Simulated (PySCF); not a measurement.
Isomers of C6H14FNSi.

All values: PBE0/pcSseg-1 (PySCF) at GFN2-xTB geometries, gas phase, one conformer each.

Task: Rank by HOMO–LUMO gap, highest first.
A. `[CH2:1]=[CH:2][CH2:3][C@H:4]([F:5])[SiH2:6][N:7]([CH3:8])[CH3:9]` with C1–C2–C3–C4 -117°, C2–C3–C4–F5 -64°, C3–C4–Si6–N7 -164°, C4–Si6–N7–C8 -42°
B. `[CH3:1][C@@H:2]([F:3])[Si@H:4]1[CH2:5][C@@H:6]1[N:7]([CH3:8])[CH3:9]` with C1–C2–Si4–C5 83°, C5–C6–N7–C8 79°
C. `[CH3:1][CH2:2][CH2:3][C@@H:4]1[CH2:5][Si@@H:6]([CH2:7][F:8])[NH:9]1` with C1–C2–C3–C4 -177°, C2–C3–C4–C5 -75°, C5–Si6–C7–F8 -110°, C3–C4–C5–Si6 -106°, C4–C5–Si6–C7 -117°, C5–Si6–N9–C4 11°, C3–C4–N9–Si6 106°
D. `[F:1][CH2:2][CH2:3][CH2:4][C@@H:5]1[CH2:6][CH2:7][NH:8][SiH2:9]1` with F1–C2–C3–C4 -179°, C2–C3–C4–C5 -176°, C3–C4–C5–C6 -64°, C4–C5–C6–C7 -160°, C5–C6–C7–N8 42°, C6–C7–N8–Si9 -30°, C7–N8–Si9–C5 8°

Result: D (7.23 eV), C (7.10 eV), A (6.68 eV), B (6.56 eV).

Task: Rank by HOMO energy, lowest first.
A. `[F:1][CH2:2][CH2:3][CH2:4][C@@H:5]1[CH2:6][CH2:7][NH:8][SiH2:9]1` with F1–C2–C3–C4 -179°, C2–C3–C4–C5 -176°, C3–C4–C5–C6 -64°, C4–C5–C6–C7 -160°, C5–C6–C7–N8 42°, C6–C7–N8–Si9 -30°, C7–N8–Si9–C5 8°
B. `[CH2:1]=[CH:2][CH2:3][C@H:4]([F:5])[SiH2:6][N:7]([CH3:8])[CH3:9]` with C1–C2–C3–C4 -117°, C2–C3–C4–F5 -64°, C3–C4–Si6–N7 -164°, C4–Si6–N7–C8 -42°
C. `[CH3:1][C@@H:2]([F:3])[Si@H:4]1[CH2:5][C@@H:6]1[N:7]([CH3:8])[CH3:9]` with C1–C2–Si4–C5 83°, C5–C6–N7–C8 79°

Result: A (-6.61 eV), B (-6.39 eV), C (-6.12 eV).

All values together:

```tsv
SMILES	μ (D)	HOMO (eV)	LUMO (eV)	lowest IAO charge (e)	highest IAO charge (e)	lowest Hirshfeld charge (e)	highest Hirshfeld charge (e)
CCC[C@@H]1C[Si@@H](CF)N1	2.29	-6.70	0.40	-0.691 (N)	+1.019 (Si)	-0.254 (N)	+0.400 (Si)
C=CC[C@H](F)[SiH2]N(C)C	1.47	-6.39	0.29	-0.504 (N)	+0.876 (Si)	-0.176 (N)	+0.356 (Si)
FCCC[C@@H]1CCN[SiH2]1	2.13	-6.61	0.63	-0.690 (N)	+0.874 (Si)	-0.250 (N)	+0.361 (Si)
C[C@@H](F)[Si@H]1C[C@@H]1N(C)C	1.60	-6.12	0.44	-0.539 (C)	+0.764 (Si)	-0.177 (C)	+0.321 (Si)
CC(C)[C@@H]1C[Si@H](CF)N1	1.95	-6.67	0.37	-0.690 (N)	+1.024 (Si)	-0.248 (N)	+0.402 (Si)
```

Conformers: `[CH3:1][CH2:2][CH2:3][C@@H:4]1[CH2:5][Si@@H:6]([CH2:7][F:8])[NH:9]1` with C1–C2–C3–C4 -177°, C2–C3–C4–C5 -75°, C5–Si6–C7–F8 -110°, C3–C4–C5–Si6 -106°, C4–C5–Si6–C7 -117°, C5–Si6–N9–C4 11°, C3–C4–N9–Si6 106°; `[CH2:1]=[CH:2][CH2:3][C@H:4]([F:5])[SiH2:6][N:7]([CH3:8])[CH3:9]` with C1–C2–C3–C4 -117°, C2–C3–C4–F5 -64°, C3–C4–Si6–N7 -164°, C4–Si6–N7–C8 -42°; `[F:1][CH2:2][CH2:3][CH2:4][C@@H:5]1[CH2:6][CH2:7][NH:8][SiH2:9]1` with F1–C2–C3–C4 -179°, C2–C3–C4–C5 -176°, C3–C4–C5–C6 -64°, C4–C5–C6–C7 -160°, C5–C6–C7–N8 42°, C6–C7–N8–Si9 -30°, C7–N8–Si9–C5 8°; `[CH3:1][C@@H:2]([F:3])[Si@H:4]1[CH2:5][C@@H:6]1[N:7]([CH3:8])[CH3:9]` with C1–C2–Si4–C5 83°, C5–C6–N7–C8 79°; `[CH3:1][CH:2]([CH3:3])[C@@H:4]1[CH2:5][Si@H:6]([CH2:7][F:8])[NH:9]1` with C1–C2–C4–C5 -67°, C5–Si6–C7–F8 178°, C2–C4–C5–Si6 -128°, C4–C5–Si6–C7 118°, C5–Si6–N9–C4 -8°, C2–C4–N9–Si6 130°.
